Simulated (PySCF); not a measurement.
## Polarisability and C₆ of C⁻ (carbon, charge -1)

[He] 2s2 2p3, high-spin 4S determinant. Calculation: PySCF 2.14, in aug-cc-pVTZ-DK (5s4p3d2f, 46 functions); the spin-free X2C one-electron Hamiltonian (Gaussian nucleus). Coupled (time-dependent) response in atomic units; α is the mean over directions.

```
 method  mean α (bohr³)  C₆ (like pair)  S(−4)
    UHF           36.77           257.7  922.9
LC-wPBE           41.25           303.1   1206
```

S(−4) is the Cauchy moment in α(ω) = α(0) + S(−4) ω² + …

α(iu) at UHF:

| u (hartree) | α(iu) (bohr³) |
| --- | --- |
| 0 | 36.77 |
| 0.0500 | 34.68 |
| 0.100 | 30.15 |
| 0.200 | 21.60 |
| 0.300 | 15.77 |
| 0.500 | 9.096 |
| 0.750 | 5.225 |
| 1.00 | 3.361 |
| 1.50 | 1.722 |
| 2.00 | 1.046 |
| 3.00 | 0.5065 |
| 5.00 | 0.1980 |

A single London oscillator, α(iu) = α/(1 + u²/ω²), gives C₆ = (3/4) ω α². Matching the computed C₆ needs ω = 4 × 257.7 / (3 × 36.77²) = 0.254 hartree.

For an ion, C₆ is the dispersion term alone; charge-induced terms of lower order in 1/R come first.
